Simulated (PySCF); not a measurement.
Be(SMe)(SeH) (CH4BeSSe), SMILES [SeH][Be][S]C.

Coordinates come from a TPSSh-D3(BJ)/def2-SVP optimisation. The structure was generated by enumeration; whether it is a known compound was not checked. Other conformers were not sampled.

Two levels are set side by side: TDDFT-PBE/def2-SVPD (PySCF) and TDDFT-M06-2X/def2-SVPD (PySCF). Vertical, same geometry. The lowest singlet is HOMO→LUMO 99 % with PBE and HOMO→LUMO 91 % with the other functional; states are paired by order. Differences are taken from unrounded values.

| quantity | TDDFT-PBE |
|---|---|
| lowest singlet excitation (eV) | 4.40 |
| lowest triplet excitation (TDA) (eV) | 4.13 |
| first bright state (f over 0.05) (eV) | 4.93 |
| its oscillator strength | 0.15 |

Question: These are the TDDFT-PBE values. What does TDDFT-M06-2X give? (An estimate is asked for; the answer gives what the named calculation found.)

Answer: 
```csv
quantity,TDDFT-M06-2X,TDDFT-PBE minus TDDFT-M06-2X
lowest singlet excitation (eV),4.80,-0.40
lowest triplet excitation (TDA) (eV),4.59,-0.46
first bright state (f over 0.05) (eV),5.82,-0.88
its oscillator strength,0.13,0.02
```

Functionals without exact exchange tend to place singlet excitations lower, as here. Differences between two approximate levels are no errors against the true value.

Rough cost on one machine, each run with all the roots and properties that it gave: TDDFT-M06-2X against TDDFT-PBE about 10 times.
